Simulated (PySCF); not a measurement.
SeCl: one state, many levels of theory

State: ²Π (doublet), unpaired electrons π ↑. Set-up: Se 6-31G(d,p), Cl 6-31G(d,p); no relativity (PySCF 2.14). De refers to Se + Cl in their high-spin ground configurations, without counterpoise correction. The functionals are run spin-unrestricted. A positive dipole means Se(−)Cl(+). Levels whose curve was spin-contaminated or gave no clean fit are not listed.

| Level | Re (Å) | ωe (cm⁻¹) | De (eV) | μ (D) |
| --- | --- | --- | --- | --- |
| UHF | 2.146 | 458 | 0.93 | -1.41 |
| UHF-CCSD | 2.161 | 431 | 1.94 | n/a |
| UHF-CCSD(T) | 2.167 | 423 | 2.05 | n/a |
| PBE | 2.165 | 428 | 2.96 | -0.62 |
| revPBE | 2.173 | 421 | 2.73 | -0.67 |
| r²SCAN | 2.150 | 439 | 2.73 | -0.74 |
| r²SCANh | 2.143 | 446 | 2.63 | -0.80 |
| PBE0 | 2.140 | 451 | 2.66 | -0.82 |
| M06-2X | 2.151 | 444 | 2.31 | -1.09 |
| CAM-B3LYP | 2.145 | 450 | 2.50 | -0.92 |

The bond length runs from 2.140 Å (PBE0) to 2.173 Å (revPBE). De spans 0.93 eV (UHF, mean field) to 2.96 eV (PBE, GGA). Correlation at CCSD(T) changes the Hartree–Fock bond energy by +1.12 eV; the triples alone change it by +0.11 eV.

Correlated steps freeze 14 core orbitals. Correlated levels converge slowly with the basis: in double zeta they bind strong bonds too weakly, by up to about 1 eV, and carry superposition errors of some tenths. Spin–orbit coupling is left out. The state was picked by a PBE0 search and need not be the measured ground state.
